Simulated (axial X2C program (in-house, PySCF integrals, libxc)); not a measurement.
## Worked dissociation energy of LiAu: MP2, without spin–orbit coupling

Computed with an axial X2C code built on PySCF integrals. Spin-free means the one-electron spin-free X2C Hamiltonian. Basis: Au dyall-cv3z [13s14p9d6f4g], Li dyall-cv3z [7s8p2d] (cores contracted in-house); Gaussian nuclei, density fitting, unrestricted open shells. Masses: Au 196.967 u, Li 7.016 u.

Molecular state: M_S = 0, Λ = 0 (closed shell).

Correlated methods: 12 electrons correlated (number of frozen shells: Au 5 s, 4 p, 2 d, 1 f; Li 1 s), 262 virtual spin orbitals or spinors in MP2.

- E(Au) (2M_S = 1, M_L = 0): -19009.403593 hartree
- E(Li) (2M_S = 1, M_L = 0): -7.433417 hartree
- E(LiAu) at Re: -19016.947380 hartree
- ωe: 493.1 cm⁻¹
- ωexe: 2.69 cm⁻¹

Work out De and D0.

De = -19009.403593 + (-7.433417) − (-19016.947380) = 0.11037 hartree = 3.003 eV. The zero-point energy is ωe/2 − ωexe/4 = 246 cm⁻¹ = 0.030 eV, so D0 = 2.973 eV.

The state is a single determinant with fixed occupations, the lowest that a limited PBE0 search found. Closed shells are restricted here (equal orbitals for both partners); the stretched side of such a curve lies too high. Dissociation energies refer to the lowest single-determinant-based atoms at the same level and basis.

Each atomic determinant is the lowest at this level and need not be a pure term. Totals compare only within one Hamiltonian and basis.
